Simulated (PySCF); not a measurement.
ZnCl, SMILES [Cl][Zn] (connectivity only; charge and spin as stated), neutral, multiplicity 2.

Geometry: PBE0-D3(BJ)/def2-TZVP. The spin state was assumed, not searched.

Level of theory: C-PCM-M06-2X/def2-TZVPD (PySCF 2.14.0).

The values are the electrostatic part of the solvation free energy, E(continuum) − E(gas) at the gas-phase geometry, in a cavity of scaled van der Waals radii (PySCF's table); cavitation and dispersion terms are not included. A continuum can't describe solvent molecules that bind to the metal. The dipole moment in vacuum is 2.83 D.

Computed values in water (ε = 78.36), cyclohexanone (ε = 15.62), dichloromethane (ε = 8.93):
```json
[
 {"solvent": "water", "ε": "78.36", "ΔG(elec) (kcal/mol)": "-15.9", "dipole (D)": "4.71"},
 {"solvent": "cyclohexanone", "ε": "15.62", "ΔG(elec) (kcal/mol)": "-14.8", "dipole (D)": "4.58"},
 {"solvent": "dichloromethane", "ε": "8.93", "ΔG(elec) (kcal/mol)": "-13.9", "dipole (D)": "4.47"}
]
```
